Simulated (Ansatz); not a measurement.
`SS[SiH2]Cl` + `C=CNC` → `C=CN(C)[SiH2]Cl` + `SS`  (ligand exchange at the Si–S bond)

Isolated molecules relaxed with PBE0-D4/def2-TZVP in Ansatz; ΔE leaves out vibrations. CCSD(T)/CBS adds triple-zeta CCSD(T) − MP2 to the extrapolated MP2 energy (def2 sets, frozen cores). This one scheme is used for every species. DFT in def2-TZVPP. One conformer a species, not always the lowest.

`SS[SiH2]Cl`:

Cartesian coordinates in Å:
```
S 0.791 1.320 -1.564
S -0.760 1.338 -0.201
Si -0.605 -0.691 0.422
Cl 1.133 -1.028 1.459
H 1.789 1.588 -0.701
H -1.746 -0.936 1.335
H -0.602 -1.590 -0.750
```

`C=CNC`:

```xyz
11

C     1.601   -0.977   -0.682
C     0.699   -0.428    0.134
N    -0.124    0.639   -0.141
C    -1.399    0.736    0.524
H     1.731   -0.641   -1.705
H     2.248   -1.765   -0.325
H     0.594   -0.798    1.152
H    -0.138    0.910   -1.112
H    -2.129   -0.018    0.195
H    -1.256    0.616    1.600
H    -1.827    1.726    0.359
```

`C=CN(C)[SiH2]Cl`:

Z-matrix (Å, degrees):
```
C
N 1 1.447
H 1 1.091 2 109.9
H 1 1.095 2 110.4 3 -119.4
H 1 1.096 2 111.5 3 120.2
C 2 1.385 1 117.3 3 178.0
Si 2 1.715 1 120.3 3 -13.3
C 6 1.333 2 126.7 1 -0.7
H 6 1.087 2 113.7 1 -179.9
Cl 7 2.063 2 113.2 1 -76.7
H 7 1.478 2 108.6 1 40.7
H 7 1.477 2 107.9 1 164.8
H 8 1.081 6 119.4 2 -178.5
H 8 1.082 6 123.1 2 1.4
```

`SS`:

```xyz
4

S     0.580    0.858   -0.440
S     0.351   -0.942    0.505
H    -0.309    0.678   -1.435
H    -0.622   -0.595    1.369
```

CCSD(T)/CBS gives -11.6 kJ/mol.

(1) Another level gave -6.4 kJ/mol. Which?
A. PBE/def2-TZVPP
B. PBE0-D4/def2-TZVPP
C. CCSD(T)/def2-TZVPP
D. B97M-V/def2-TZVPP

(2) What do rigid-rotor, harmonic-oscillator terms from PBE0-D4/def2-TZVP frequencies (298.15 K, 1 bar) make of the CCSD(T)/CBS value? (Best estimate.)

Largest T1 diagnostic among the species: 0.011.

Results:

(1) D. B97M-V -6.4, CCSD(T)/def2-TZVPP -15.7, PBE 3.7, PBE0-D4 -2.0 kJ/mol.

(2) Ansatz gave: ΔZPE = -5.1 kJ/mol, ΔH = -17.5 kJ/mol, ΔS = -16 J/(mol·K), ΔG = -12.6 kJ/mol. Modes under 50 cm⁻¹ make the entropy rough.

In def2-TZVPP, CCSD(T) changes the Hartree–Fock value by −3.9 kJ/mol (the triples alone add +0.8 kJ/mol) and MP2 by −3.1 kJ/mol. Leaving LDA and LC-ωPBE aside and taking each functional with its dispersion term where it has one, the values, not all of them listed here, spread over 14.9 kJ/mol, from CAM-B3LYP-D4 to PBE-D4. LDA lies −9.9 kJ/mol from PBE without D4. From PBE to PBE0 (25 % exact exchange), in def2-TZVPP and without D4, ΔE moves by −3.7 kJ/mol.
